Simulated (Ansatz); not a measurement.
Consider the redistribution: `C[SiH2][GaH][NH2]` + `[CH3][SnH2][CH2][SiH3]` → `C[SiH2][SnH2][CH3]` + `[NH2][GaH][CH2][SiH3]`.

Gas-phase electronic energies from Ansatz, PBE0-D4/def2-TZVP geometries. CCSD(T)/CBS is the MP2 limit (def2-TZVPP, def2-QZVPP) plus CCSD(T) − MP2 in def2-TZVPP, frozen cores. Functionals use def2-TZVPP. B3LYP here is the variant with VWN-RPA as its local correlation; programs differ in this. Elements past krypton have def2 core potentials. For Ga, Sn outer-core shells are correlated without core-valence functions, which leaves a few kJ/mol of doubt a bond. Scalar relativity is left out up to krypton. Each species was taken in one conformer, which may not be the lowest.

Problem. Is it downhill or uphill in electronic energy at CCSD(T)/CBS, and by how much? (Best estimate.)

Solution. Ansatz gave: Downhill: ΔE = -21.7 kJ/mol.

Problem. What do these levels give: B3LYP-D4, PBE, r2SCAN, B3LYP, MP2/def2-QZVPP, SCS-MP2/def2-QZVPP? (An estimate is asked.)

Solution. The calculation gave: B3LYP-D4 -21.1, PBE -19.7, r2SCAN -22.2, B3LYP -20.7, MP2/def2-QZVPP -24.0, SCS-MP2/def2-QZVPP -22.2 kJ/mol.

Largest T1 diagnostic among the species: 0.014.
